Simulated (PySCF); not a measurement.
H2IrO2, SMILES [Ir]([OH])[OH] (connectivity only; charge and spin as stated), neutral, multiplicity 4. Coordinates come from a PBE0-D3(BJ)/def2-TZVP optimisation. The spin state was assumed, not searched. The def2 effective core potentials stand for the cores of Ir; spin–orbit coupling is left out. One conformer was computed; it need not be the lowest.

The numbers are results of PySCF with PBE0-D3(BJ)/def2-TZVP, not measurements.

Harmonic wavenumbers (cm⁻¹): 143, 183, 237, 609, 642, 712, 721, 3886, 3887. Rotational constants (GHz): 312.8, 4.076, 4.049; symmetry number 2.

### Question
Work out the zero-point energy and the ideal-gas rigid-rotor harmonic-oscillator thermochemistry at 298.15 K and 1 atm.

### Answer
ZPE = ½ Σ hcν = ½ × 11021 cm⁻¹ = 15.76 kcal/mol. H − E(el) = 19.54 kcal/mol. Entropy in cal/(mol K): translation 42.15, rotation 20.28, vibration 8.27, spin 2.75, total 73.46. G − E(el) = -2.36 kcal/mol. Cp = 17.06 cal/(mol K). Modes under 150 cm⁻¹ make the vibrational entropy uncertain.
